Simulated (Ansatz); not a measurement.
Ansatz (an electronic-structure program) input (RI-MP2/def2-QZVPPD):
A basis named .json is the Basis Set Exchange file of that set.

Ansatz 0.2 input:
```yaml
crystal:
  periodic: [false, false, false]
  atoms:
    - {symbol: Sr, position_ang: [-0.08053828, -0.54825205, -0.21537451]}
    - {symbol: Cl, position_ang: [1.80220743, 1.00554733, -1.39944353]}
    - {symbol: Cl, position_ang: [-1.62218068, 0.21995724, 1.88086892]}
basis:
  gaussian:
    orbitals: def2-QZVPPD.json
    fitting: {mean_field: def2-universal-jkfit, correlation: def2-QZVPPD-RIFIT.json}
total_charge: -1
magnetization: {spin_polarized: true, initial_magnetization: 1}
correlation: {method: mp2, electrons: outside_noble_gas}
```

End of the output:

```
integrals: 0.18 GiB planned
367 factors; integrals over basis functions are off by at most 1.5e0 eV
546 factors; integrals over basis functions are off by at most 2.7e0 eV
mean field: 0.65 GiB planned
mean field evaluation 1: about -25840.0783 eV, gradient 6.3e0 eV
mean field evaluation 2: about -25840.7387 eV, gradient 2.7e0 eV
mean field evaluation 4: about -25840.9047 eV, gradient 5.3e-1 eV
mean field evaluation 8: about -25840.2641 eV, gradient 3.0e0 eV
mean field -25840.92527905 eV, -949.6364883967 hartree, gradient 7.5e-6 eV, S^2 0.750296; 2 other end points of the search recorded, 0 dependent functions left out
14 core orbitals not correlated
reference -25840.92527905 eV, -949.6364883967 hartree; 9, 8 occupied and 198, 199 virtual orbitals, 546 factors
second order -12.29095264 eV of doubles, -0.00000000 eV of singles
Total energy: -25853.21623168 eV, -950.0881725751 hartree
```
